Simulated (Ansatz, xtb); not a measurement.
## Two isomers of C4H9BO

We compare I, `B[C@@H](C=O)CC`, a singlet, with II, `BC[C@@H](C)C=O`, a singlet. Both are isolated molecules in the gas phase, relaxed with PBE-D3(BJ)/def2-SVP; each stands in its lowest conformer found.

Quicker runs give these differences E(II) − E(I): GFN2-xTB +0.81 kcal/mol; HF/STO-3G −0.12 kcal/mol (at GFN2-xTB geometries); r2SCAN-D4/def2-SVP −0.01 kcal/mol (at GFN2-xTB geometries).

Estimate which is lower in electronic energy at CCSD(T)/def2-SVP + ΔMP2/def2-TZVPP, and by roughly how much.

Too close to call at this level: CCSD(T)/def2-SVP + ΔMP2/def2-TZVPP gives E(II) − E(I) = +0.54 kcal/mol.

The same difference at several levels:

| level | geometry | E(II) − E(I) (kcal/mol) | departure from the last row (kcal/mol) | job, with rough time for the two |
| --- | --- | --- | --- | --- |
| GFN2-xTB | GFN2-xTB | +0.81 | +0.27 | optimisation, 3.3 s |
| HF/STO-3G | GFN2-xTB | −0.12 | −0.66 | single point, 2.7 s |
| r2SCAN-D4/def2-SVP | GFN2-xTB | −0.01 | −0.55 | single point, 13 s |
| PBE-D3(BJ)/def2-SVP | PBE-D3(BJ)/def2-SVP | +0.83 | +0.28 | optimisation, 2.7 min |
| HF/def2-SVP | PBE-D3(BJ)/def2-SVP | +0.55 | +0.01 | part of the CCSD(T) run |
| MP2/def2-SVP | PBE-D3(BJ)/def2-SVP | +0.51 | −0.04 | part of the CCSD(T) run |
| CCSD(T)/def2-SVP | PBE-D3(BJ)/def2-SVP | +0.37 | −0.17 | single point |
| CCSD(T)/def2-SVP + ΔMP2/def2-TZVPP | PBE-D3(BJ)/def2-SVP | +0.54 |  | single point, 3.1 min |

As drawn, both hold the same kinds of bond in the same numbers.

The largest departure from CCSD(T)/def2-SVP + ΔMP2/def2-TZVPP is that of HF/STO-3G, 0.66 kcal/mol. The last row adds to CCSD(T) the change of the MP2 difference between the two basis sets, here +0.17 kcal/mol.

With thermal terms from frequencies at re-optimised GFN2-xTB minima (ideal gas, soft modes damped towards free rotors, one conformer each, 298.15 K, 1 atm): the zero-point term adds −0.50 kcal/mol; ΔH is +0.11 and ΔG −0.04 kcal/mol.

The correlated steps freeze 6 core orbitals. Codes used: Ansatz 0.2.0, xtb 6.7.1; the last row on 2 threads of Intel(R) Xeon(R) Processor @ 2.50GHz (Skylake/Cascade Lake) on a shared host.
